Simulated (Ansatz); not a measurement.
`C#C[SiH2]F` + `CO[SiH2]S` → `CO[SiH2]S[SiH2]F` + acetylene  (ligand exchange at the Si–C bond)

Isolated molecules relaxed with PBE0-D4/def2-TZVP in Ansatz; ΔE leaves out vibrations. CBS: MP2 limit from def2 TZ/QZ plus the TZ coupled-cluster correction, frozen cores. This one scheme is used for every species. One conformer a species, not always the lowest.

`C#C[SiH2]F`:

Cartesian coordinates in Å:
```
C -0.154 -0.277 -1.939
C -0.059 -0.110 -0.749
Si 0.081 0.187 1.038
F 0.187 -1.214 1.794
H -0.237 -0.428 -2.991
H 1.310 0.958 1.322
H -1.127 0.885 1.526
```

`CO[SiH2]S`:

Cartesian coordinates in Å:
```
C -0.148 -1.471 -0.792
O -0.089 -0.647 0.351
Si 0.410 0.913 0.289
S 0.053 1.857 2.153
H -0.669 -2.391 -0.521
H -0.694 -0.990 -1.612
H 0.855 -1.733 -1.147
H -0.312 1.600 -0.816
H 1.877 1.018 0.077
H -1.284 1.844 2.018
```

`CO[SiH2]S[SiH2]F`:

Cartesian coordinates in Å:
```
C -0.713 -0.517 -1.639
O 0.561 -0.570 -1.031
Si 0.932 -1.271 0.394
S 1.354 0.182 1.919
Si 0.038 1.706 1.279
F -1.457 1.147 1.138
H -0.655 -0.976 -2.628
H -1.470 -1.042 -1.047
H -1.021 0.525 -1.749
H -0.204 -2.126 0.823
H 2.179 -2.055 0.258
H 0.056 2.748 2.329
H 0.402 2.250 -0.046
```

`C#C`:

```xyz
4

C    -0.218   -0.121   -0.544
C     0.218    0.121    0.544
H    -0.605   -0.336   -1.512
H     0.605    0.336    1.512
```

| level | ΔE (kcal/mol) |
| --- | --- |
| SCS-MP2/def2-TZVPP | -6.4 |
| MP2/CBS(def2) | -8.5 |

Q: What does CCSD(T)/CBS give? (An estimate is asked.)

A: Ansatz gave: -7.9 kcal/mol. The listed levels differ from it by 1.5, -0.6 kcal/mol.

Largest T1 diagnostic among the species: 0.013.

In def2-TZVPP, CCSD(T) changes the Hartree–Fock value by −2.6 kcal/mol (the triples alone add −0.5 kcal/mol) and MP2 by −3.2 kcal/mol. The D4 term adds −3.1 kcal/mol with B3LYP and −1.7 kcal/mol with PBE0; it sums over pairs of atoms, weighted by their polarisabilities, and B3LYP, whose exchange is more repulsive, gets the larger term.

B3LYP here is the variant with VWN-RPA as its local correlation; programs differ in this.
